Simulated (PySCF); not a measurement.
## Spinor energies of I³⁷⁺ (iodine, charge +37)

Start: [Ne] 3s2 3p4; 3p1/2 filled at m_j = -1/2, +1/2; 3p3/2 filled at m_j = +1/2, +3/2. Calculated with PySCF 2.14 in an even-tempered Gaussian basis (19 s from 7.3 bohr⁻², ratio 2.4; 14 p from 9.5 bohr⁻², ratio 2.4; 4 d from 36 bohr⁻², ratio 2.6; 4 f from 54 bohr⁻², ratio 2.6): generalised Hartree-Fock with the X2C-1e Hamiltonian and a Gaussian nucleus; one run each with spin-orbit coupling (SO) switched off, then screened by Boettger's factors.

```json
{"spinor shell": "1s1/2", "electrons": "2", "ε, spin-free (eV)": "-35472.2", "ε, screened SO (eV)": "-35466.6", "weight of nominal j (screened SO)": "1.000", "rms radius, screened SO (bohr)": "0.0311"}
{"spinor shell": "2s1/2", "electrons": "2", "ε, spin-free (eV)": "-7300.3", "ε, screened SO (eV)": "-7297.8", "weight of nominal j (screened SO)": "1.000", "rms radius, screened SO (bohr)": "0.125"}
{"spinor shell": "2p1/2", "electrons": "2", "ε, spin-free (eV)": "-6769.0", "ε, screened SO (eV)": "-6983.4", "weight of nominal j (screened SO)": "1.000", "rms radius, screened SO (bohr)": "0.108"}
{"spinor shell": "3s1/2", "electrons": "2", "ε, spin-free (eV)": "-2787.1", "ε, screened SO (eV)": "-2786.2", "weight of nominal j (screened SO)": "1.000", "rms radius, screened SO (bohr)": "0.304"}
{"spinor shell": "3p1/2", "electrons": "2", "ε, spin-free (eV)": "-2623.5", "ε, screened SO (eV)": "-2670.3", "weight of nominal j (screened SO)": "0.994", "rms radius, screened SO (bohr)": "0.292"}
{"spinor shell": "3p3/2", "electrons": "2", "ε, spin-free (eV)": "-2623.5", "ε, screened SO (eV)": "-2600.3", "weight of nominal j (screened SO)": "0.996", "rms radius, screened SO (bohr)": "0.300"}
```

(1) Where does 2p3/2 lie, and what is the 2p spin-orbit splitting (screened SO)?

| quantity | spin-free | screened SO |
| --- | --- | --- |
| E (hartree) | -5978.07599 | -5981.78676 |
| M_J | 2 | 2 |
| ⟨J²⟩ | 6.001 | 6.002 |
| ⟨L²⟩ | 2.001 | 3.110 |
| ⟨S²⟩ | 2.000 | 1.459 |

Each row is a mean over spinors that exchange with the open shell spreads, by up to 27.305 eV (3s1/2).

Breit and QED terms are absent; they matter most for the inner s and p1/2 levels.

Densities and radii are taken from the X2C orbitals without a picture-change correction, which distorts them close to the nucleus.

Without spin-orbit coupling the j labels of p, d and f shells carry no meaning; the spin-free column gives the mean over the occupied spinors of each nl shell.

Results:

(1) At -6670.1 eV, 313.29 eV above 2p1/2.
